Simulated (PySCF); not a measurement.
## Worked example for `[O]=[V]=[O]` (O2V•): ionisation energy to the singlet cation

The parent is a doublet.

These are calculated values, B3LYP-D3(BJ)/ma-def2-SVP in PySCF (grid level 2) at geometries from BP86-D3(BJ)/def2-SVP. Zero-point energies come from unscaled GFN2-xTB harmonic frequencies. These were taken at the GFN2-xTB minima.

```
         state       structure        E / Eh
        parent          parent  -1094.250038
singlet cation          parent  -1093.915950
singlet cation  singlet cation  -1093.922005
        parent  singlet cation  -1094.245162
```

Zero-point energy of the singlet cation less that of the parent: 0.001 eV. 1 Eh = 27.2114 eV.

Problem. Work out the vertical and adiabatic ionisation energy.

Solution. Vertical: (-1093.915950) − (-1094.250038) = 0.334088 Eh = 9.09 eV. Adiabatic: 0.328033 Eh = 8.926 eV, and 8.93 eV with zero-point energy.

Problem. And the inner reorganisation energy of self-exchange?

Solution. The singlet cation relaxes by 164.7 meV and the parent by 132.7 meV, so λ = 297 meV.

Caveats: ma-def2-SVP is a small basis, whose errors can reach tens of kJ/mol.

---

# Worked example for `[H]B([H])OCC` (C2H7BO): ionisation energy to the radical cation

Energies: ωB97X-D3(BJ)/ma-def2-SVP (PySCF, density fitting, integration grid level 2) on PBE-D3(BJ)/def2-SVP structures. Zero-point energies come from unscaled GFN2-xTB harmonic frequencies. These were taken at the GFN2-xTB minima.

```
         state       structure       E / Eh
        parent          parent  -180.477401
radical cation          parent  -180.064466
radical cation  radical cation  -180.095777
        parent  radical cation  -180.449388
```

Zero-point energy of the radical cation less that of the parent: -0.122 eV. 1 Eh = 27.2114 eV.

Work out the vertical and adiabatic ionisation energy.

Vertical: (-180.064466) − (-180.477401) = 0.412935 Eh = 11.24 eV. Adiabatic: 0.381624 Eh = 10.384 eV, and 10.26 eV with zero-point energy.

And the inner reorganisation energy of self-exchange?

The radical cation relaxes by 852.0 meV and the parent by 762.3 meV, so λ = 1614 meV.

Note: ma-def2-SVP is a small basis, whose errors can reach tens of kJ/mol.

---

# Worked example for ethylenediamine: ionisation energy to the radical cation

Structure: `NCCN` (C2H8N2).

Energies: PBE0-D3(BJ)/ma-def2-TZVP (PySCF, density fitting, integration grid level 2) on PBE0-D3(BJ)/def2-SVP structures. The prefix ma- adds one diffuse s and one diffuse p function on all atoms but H. Zero-point energies come from unscaled PBE0-D3(BJ)/def2-SVP harmonic frequencies.

```tsv
state	structure	E / Eh
parent	parent	-190.375492
radical cation	parent	-190.051682
radical cation	radical cation	-190.087544
parent	radical cation	-190.343633
```

Zero-point energy of the radical cation less that of the parent: -0.051 eV. 1 Eh = 27.2114 eV.

Task: Work out the vertical and adiabatic ionisation energy.

Result: Vertical: (-190.051682) − (-190.375492) = 0.323810 Eh = 8.81 eV. Adiabatic: 0.287948 Eh = 7.835 eV, and 7.78 eV with zero-point energy.

Task: And the inner reorganisation energy of self-exchange?

Result: The radical cation relaxes by 975.9 meV and the parent by 866.9 meV, so λ = 1843 meV.
